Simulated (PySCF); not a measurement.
J couplings in C₅H₁₀O₂

Geometry:
```csv
atom,x (Å),y (Å),z (Å)
C1,-1.947,0.706,0.391
C2,-1.662,-0.674,-0.189
C3,-0.359,-1.263,0.360
C4,0.823,-0.430,-0.078
O5,1.147,-0.225,-1.217
O6,1.474,0.075,0.979
C7,2.599,0.896,0.697
H8,-1.983,0.665,1.477
H9,-1.170,1.410,0.100
H10,-2.900,1.081,0.027
H11,-1.584,-0.606,-1.276
H12,-2.484,-1.350,0.053
H13,-0.223,-2.271,-0.036
H14,-0.380,-1.303,1.449
H15,2.343,1.643,-0.057
H16,2.873,1.372,1.635
H17,3.426,0.288,0.323
```

Method: B3LYP/pcJ-1 (without the spin–dipole term)//GFN2-xTB, PySCF; isolated molecule, single conformer, non-relativistic. Couplings are averaged over pairs made equivalent by symmetry, fast rotation or ring inversion, so a value needn't be that of the named pair in this geometry, while other rotamers aren't included; one pair stands for each set, and the list holds a selection of those of at least 1.5 Hz over up to four bonds, among pairs with at least one C or H atom (others weren't computed).

Isotopes: ¹³C, ¹H, ¹⁷O. Couplings to quadrupolar nuclei such as 17O and 33S are rarely resolved in practice.

```tsv
pair	bonds	J (Hz)
C1, C2	1	?
C1, H8	1	131.8
C2, C3	1	32.5
C2, H11	1	136.5
C3, C4	1	61.0
C3, H13	1	?
C4, O5	1	30.0
C4, O6	1	?
O6, C7	1	21.3
C7, H15	1	150.9
C2, C4	2	-2.0
C2, H8	2	-3.6
C2, H13	2	-4.2
C3, O6	2	?
C4, C7	2	?
C4, H13	2	-6.2
O6, H15	2	-6.4
H8, H9	2	-13.4
H11, H12	2	-13.3
H13, H14	2	?
C1, H13	3	7.0
C4, H11	3	?
O5, C7	3	-2.1
O6, H13	3	-2.8
H8, H11	3	?
H11, H14	3	9.8
```

Question: Estimate the withheld couplings, with signs.

Answer: 
- ¹J(C1,C2) = 33.8 Hz (bond length 1.523 Å)
- ¹J(C3,H13) = 136.6 Hz (bond length 1.092 Å, sp3 carbon)
- ¹J(C4,O6) = 38.1 Hz (bond length 1.340 Å)
- ²J(C3,O6) = -21.1 Hz (angle at C4 111°)
- ²J(C4,C7) = -2.6 Hz (angle at O6 117°)
- ²J(H13,H14) = -12.4 Hz (angle at C3 109°)
- ³J(C4,H11) = 7.4 Hz (mean over equivalent pairs that range from 2.8 to 12.0 Hz in this conformer)
- ³J(H8,H11) = 7.8 Hz (mean over equivalent pairs that range from 3.1 to 15.8 Hz in this conformer)
